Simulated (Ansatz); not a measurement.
Computed with Ansatz on PBE0-D4/def2-TZVP structures; ΔE is electronic, products minus reactants. CBS: MP2 limit from def2 TZ/QZ plus the TZ coupled-cluster correction, frozen cores. Functionals use def2-TZVPP. For Ge, Se outer-core shells are correlated without core-valence functions, which leaves a few kJ/mol of doubt a bond. Scalar relativity is left out up to krypton. One conformer a species, not always the lowest.

`CC(F)S[SiH3]` + `[GeH3][SeH]` → `C[Se][GeH3]` + `FCS[SiH3]`  (substitution at a C–C bond)

**Question.** Is it downhill or uphill in electronic energy at CCSD(T)/CBS, and by how much? (Estimate.)

**Answer.** The calculation gave: Uphill: ΔE = +21.6 kJ/mol.

**Question.** What do these levels give: PBE-D4, r2SCAN-D4, ωB97X-V, B2PLYP, PBE0, SCS-MP2/def2-TZVPP, CCSD/def2-TZVPP, CCSD(T)/def2-TZVPP, HF/def2-QZVPP, MP2/def2-QZVPP, SCS-MP2/def2-QZVPP, HF/CBS(def2)? (An estimate is asked.)

**Answer.** The calculation gave: PBE-D4 19.6, r2SCAN-D4 23.7, ωB97X-V 23.8, B2PLYP 19.1, PBE0 20.8, SCS-MP2/def2-TZVPP 18.5, CCSD/def2-TZVPP 21.9, CCSD(T)/def2-TZVPP 21.7, HF/def2-QZVPP 21.7, MP2/def2-QZVPP 19.2, SCS-MP2/def2-QZVPP 18.5, HF/CBS(def2) 21.7 kJ/mol.

Largest T1 diagnostic among the species: 0.012.
